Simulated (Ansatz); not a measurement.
`CN(C)[Si](O)(O)N(C)C` and `CN(C)[Si](O)(O)O` differ in one atom or group.

Ansatz, PBE0-D4/def2-TZVP geometries, multiplicity 1. Each molecule was computed in one conformer, which needn't be the lowest.

```json
{"property": "HOMO–LUMO gap (PBE/def2-TZVPP) / eV", "`CN(C)[Si](O)(O)N(C)C`": "4.62"}
{"property": "HOMO–LUMO gap (ωB97M-V/def2-TZVPP) / eV", "`CN(C)[Si](O)(O)N(C)C`": "10.50"}
{"property": "LUMO energy (PBE/def2-TZVPP) / eV", "`CN(C)[Si](O)(O)N(C)C`": "-0.16"}
{"property": "LUMO energy (B3LYP/def2-TZVPP) / eV", "`CN(C)[Si](O)(O)N(C)C`": "0.34"}
{"property": "HOMO energy (ωB97M-V/def2-TZVPP) / eV", "`CN(C)[Si](O)(O)N(C)C`": "-8.43"}
{"property": "HOMO energy (PBE0/def2-TZVPP) / eV", "`CN(C)[Si](O)(O)N(C)C`": "-6.11"}
```

Give the same properties after the change, and the shifts. (Best estimate.)

The calculation gave: 
```json
{"property": "HOMO–LUMO gap (PBE/def2-TZVPP) / eV", "`CN(C)[Si](O)(O)O`": "4.76", "shift": "0.14"}
{"property": "HOMO–LUMO gap (ωB97M-V/def2-TZVPP) / eV", "`CN(C)[Si](O)(O)O`": "10.71", "shift": "0.21"}
{"property": "LUMO energy (PBE/def2-TZVPP) / eV", "`CN(C)[Si](O)(O)O`": "-0.32", "shift": "-0.16"}
{"property": "LUMO energy (B3LYP/def2-TZVPP) / eV", "`CN(C)[Si](O)(O)O`": "0.17", "shift": "-0.17"}
{"property": "HOMO energy (ωB97M-V/def2-TZVPP) / eV", "`CN(C)[Si](O)(O)O`": "-8.77", "shift": "-0.34"}
{"property": "HOMO energy (PBE0/def2-TZVPP) / eV", "`CN(C)[Si](O)(O)O`": "-6.44", "shift": "-0.33"}
```

With PBE0 the HOMO falls by 0.33 eV and the LUMO falls by 0.15 eV, so the gap widens by about 0.18 eV. PBE moves the HOMO by -0.30 eV and ωB97M-V by -0.34 eV.

Positive LUMOs are unbound, so they and the gaps depend on the basis.

B3LYP here is the variant with VWN-RPA as its local correlation; programs differ in this.
